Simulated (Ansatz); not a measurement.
Mulliken charges of Cl₂FHOZr (`[OH][Zr]([F])([Cl])[Cl]`) from ωB97M-V/def2-TZVPP in Ansatz (PBE0-D4/def2-TZVP geometry).

```csv
atom,x (Å),y (Å),z (Å),charge (e)
O1,-0.978,1.039,-0.266,-0.476
Zr2,0.264,-0.355,-0.009,1.201
F3,0.099,-1.590,-1.431,-0.365
Cl4,-0.185,-1.441,2.019,-0.273
Cl5,2.437,0.524,0.009,-0.273
H6,-1.596,1.758,-0.369,0.185
```

Question: By hand: the dipole of these point charges (1 e Å = 4.8032 D).

Answer: Σ q r = (-0.164, 0.235, 0.016) e Å, of length 0.287 e Å = 1.38 D.

Question: How does the dipole of the full density compare? (An estimate is asked.)

Answer: Computed: (-0.410, 0.429, -0.117) e Å, 2.91 D; the point charges give 0.47 times that, at 17° from its direction.

Point charges leave out the atoms' own dipoles, such as those of lone pairs, and Mulliken's split depends on the basis, so the two needn't agree.
